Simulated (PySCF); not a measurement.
C₂H₆AlF, singlet, geometry from GFN2-xTB (such geometries of metal compounds can be far from the true shape).

PySCF was given this input:
```python
from pyscf import gto, scf
from pyscf.prop import polarizability

mol = gto.M(
    atom='''
Al   -0.01812218    0.01384130   -0.01814986
C     1.80826579   -0.20063139   -0.77643276
H     2.23544386   -1.18783935   -0.58772258
H     2.51757398    0.52485426   -0.36929487
H     1.78819981   -0.04984185   -1.86053750
C    -0.74527717   -0.55667072    1.74273596
H    -1.42696911   -1.40659741    1.64044699
H    -1.33004258    0.24800256    2.19960465
H     0.02722081   -0.84979871    2.45576657
F    -1.10597445    0.78723292   -1.00445935
''',
    basis='6-31g*',
    verbose=4,
)

mf = scf.RHF(mol)
mf.kernel()
alpha = mf.Polarizability().polarizability()[2, 2]
print('alpha_zz =', alpha)
```

What HOMO-LUMO gap does HF/6-31G*, polarisability run with PySCF give?

13.24 eV

What polarisability along z does HF/6-31G*, polarisability give?

40.3 bohr³

What dipole moment does HF/6-31G*, polarisability give?

1.94 D

Estimate the HOMO energy that HF/6-31G*, polarisability returns for this input.

-10.87 eV

Predict the nuclear repulsion energy from HF/6-31G*, polarisability.

151.5094 Eh
